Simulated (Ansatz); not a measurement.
A set of 12 reactions (ligand exchange), with CCSD(T)/CBS values in kJ/mol:

```csv
reaction,ΔE
`BCOC#N` + `C#C[SiH2]O` → `BO[SiH2]C#C` + `COC#N`,-133.4
`[NH2][Al]([F])[F]` + CH₃SH → `C[S][Al]([F])[F]` + NH₃,-11.9
`BO[SiH2]F` + `BO` → `BOB` + `O[SiH2]F`,24.0
`Cl[SiH2]Br` + H₂Se → `Cl[SiH2][SeH]` + HBr,34.1
`[F][Ge]([SiH3])([SH])[Cl]` + HCl → `[F][Ge]([SH])([Cl])[Cl]` + SiH₄,-43.2
`O[SiH2][O][GeH3]` + CH₃OH → `CO[SiH2][O][GeH3]` + H₂O,-1.0
`FC(F)(F)C[O][Hf]([F])([F])[F]` + HI → `[F][Hf]([F])([F])[I]` + `OCC(F)(F)F`,-9.9
`F[SiH2]OBS` + `C=C(S)S` → `C=C(S)S[SiH2]F` + `OBS`,43.5
`[SiH3][CH2][AlH][SiH3]` + HBr → `[SiH3][AlH][Br]` + `C[SiH3]`,-164.0
`[CH3][Zn][TeH]` + CH₃OH → `C[O][Zn][CH3]` + H₂Te,90.1
`OBOCO` + `OCS` → `OBSCO` + `OCO`,42.9
`Cl[SiH2][NH][GeH3]` + `C[NH][GeH2][Cl]` → `C[N]([SiH2]Cl)[GeH2][Cl]` + `[NH2][GeH3]`,6.9
```

Isolated molecules relaxed with PBE0-D4/def2-TZVP in Ansatz; ΔE leaves out vibrations. CCSD(T)/CBS is the MP2 limit (def2-TZVPP, def2-QZVPP) plus CCSD(T) − MP2 in def2-TZVPP, frozen cores. This one scheme is used for every species. DFT in def2-TZVPP. B3LYP here is the variant with VWN-RPA as its local correlation; programs differ in this. def2 core potentials past Kr. For Br, Ge, Hf, I, Se, Te, Zn outer-core shells are correlated without core-valence functions, which leaves a few kJ/mol of doubt a bond. Scalar relativity is left out up to krypton. One conformer a species, not always the lowest.

Problem. Give the mean, mean absolute and largest difference (level minus CCSD(T)/CBS, kJ/mol) for: PBE-D4, r2SCAN-D4, B3LYP-D4, ωB97M-V, PBE0, B3LYP, HF/def2-TZVPP, SCS-MP2/def2-TZVPP, CCSD(T)/def2-TZVPP, HF/def2-QZVPP, MP2/def2-QZVPP, SCS-MP2/def2-QZVPP, HF/CBS(def2), MP2/CBS(def2). (Estimate.)

Solution. Ansatz gave: 
| level | mean | mean absolute | largest |
| --- | --- | --- | --- |
| PBE-D4 | -0.9 | 6.1 | -14.6 |
| r2SCAN-D4 | -0.9 | 2.9 | -7.4 |
| B3LYP-D4 | 0.8 | 2.6 | 7.9 |
| ωB97M-V | 0.6 | 2.4 | -6.5 |
| PBE0 | 0.2 | 3.7 | -6.8 |
| B3LYP | 2.2 | 5.0 | 8.3 |
| HF/def2-TZVPP | 2.2 | 11.8 | 23.4 |
| SCS-MP2/def2-TZVPP | -0.7 | 4.2 | -12.3 |
| CCSD(T)/def2-TZVPP | 0.0 | 3.2 | -9.8 |
| HF/def2-QZVPP | 2.3 | 11.9 | 25.4 |
| MP2/def2-QZVPP | -1.9 | 2.1 | -7.3 |
| SCS-MP2/def2-QZVPP | -0.7 | 3.1 | -9.8 |
| HF/CBS(def2) | 2.4 | 12.0 | 25.7 |
| MP2/CBS(def2) | -1.9 | 2.8 | -7.2 |

The largest T1 diagnostic in the set is 0.015, for `C[O][Zn][CH3]` (customary mark 0.02).

CCSD(T)/CBS is a level of theory with its own doubt, and the functionals carry their triple-zeta basis error, so these figures describe this set and don't rank the functionals.
